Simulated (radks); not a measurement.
Problem. Radial electron density D(r) = 4 pi r^2 rho(r) of an atom or ion with 2 electrons. Calculated with a radial shooting solver on a logarithmic mesh with Libxc functionals: non-relativistic Kohn-Sham, LDA (Slater exchange, VWN5 correlation), spin-polarised, spherical densities, point nucleus.

```
   r/bohr * D(r) (the largest magnitude, 6, reaches the edge; | marks zero)
  0.01022 |*
  0.01125 | *
  0.01239 | *
  0.01374 | *
  0.01513 |  *
  0.01665 |  *
  0.01833 |   *
  0.02034 |    *
  0.02239 |    *
  0.02465 |     *
  0.02735 |       *
   0.0301 |        *
  0.03314 |         *
  0.03677 |           *
  0.04047 |             *
  0.04455 |               *
  0.04904 |                  *
  0.05441 |                     *
   0.0599 |                        *
  0.06593 |                           *
  0.07316 |                              *
  0.08053 |                                  *
  0.08864 |                                     *
  0.09836 |                                         *
   0.1083 |                                             *
   0.1192 |                                                *
   0.1312 |                                                  *
   0.1456 |                                                    *
   0.1602 |                                                      *
   0.1764 |                                                      *
   0.1957 |                                                     *
   0.2154 |                                                    *
   0.2371 |                                                 *
   0.2631 |                                             *
   0.2896 |                                        *
   0.3188 |                                   *
   0.3509 |                              *
   0.3894 |                        *
   0.4286 |                  *
   0.4718 |              *
   0.5236 |         *
   0.5763 |      *
   0.6344 |    *
   0.7039 |  *
   0.7748 |*
   0.8529 |*
   0.9388 *
    1.042 *
    1.147 *
    1.262 *
    1.401 *
    1.542 *
```

What is the nuclear charge?

Solution. Z = 6. The innermost maximum, from 1s, lies near 1/Z = 0.167 bohr (found: 0.175), and its height grows with Z. The density is that of the carbon ion C4+ in [He]; the configuration itself is not fixed sharply by these data. D(r) has 1 maximum, at r = 0.175 bohr.
